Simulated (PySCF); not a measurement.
C$_{2}$H$_{5}$O$_{2}$ (SMILES O[CH]CO), doublet, at a GFN2-xTB geometry. Base run: WB97X/STO-3G (PySCF).

Input for PySCF:
```python
from pyscf import gto, scf, dft

mol = gto.M(
    atom='''
O     1.45927738    0.02778941   -0.23541557
C     0.46019833   -0.76855530    0.28492176
C    -0.92705042   -0.32816036   -0.01705619
O    -1.09126029    1.06468619    0.06151465
H     2.31800873   -0.36208939   -0.05234673
H     0.67141655   -1.81197916    0.45025745
H    -1.22840847   -0.67006263   -1.03296522
H    -1.62308817   -0.78008687    0.69653920
H    -0.28095298    1.46470716   -0.27747091
''',
    basis='sto-3g',
    spin=1,
    verbose=5,
)

mf = dft.UKS(mol)
mf.xc = 'wb97x'
mf.kernel()
```

The base run was repeated with changes; each row names its change, and settings that it needs were set with it.

| change | ΔE vs base (mEh) | grid points | electrons on the grid |
|---|---|---|---|
| base | 0.000 | 105440 | 32.99999 |
| grids.radi_method = delley | -0.001 | 113576 | 32.99999 |
| grids.atom_grid = (50, 194) | 0.044 | 59248 | 32.99995 |
| grids.prune = dft.gen_grid.treutler_prune | -0.117 | 90824 | 33.00000 |
| grids.radi_method = mura_knowles | 0.000 | 100904 | 32.99999 |
| grids.level = 4 | 0.001 | 192280 | 33.00000 |
| grids.becke_scheme = stratmann | 0.000 | 105440 | 32.99999 |
| grids.prune = dft.gen_grid.sg1_prune | 0.081 | 47000 | 33.00000 |
| grids.prune = off | 0.000 | 166104 | 32.99999 |
| grids.radi_method = gauss_chebyshev | -0.008 | 103248 | 32.99999 |
| grids.level = 0 | -34.676 | 7448 | 33.00934 |

Open shells are given as the SCF converged; they aren't shown to be the lowest states, and a large step between rows can be another state.
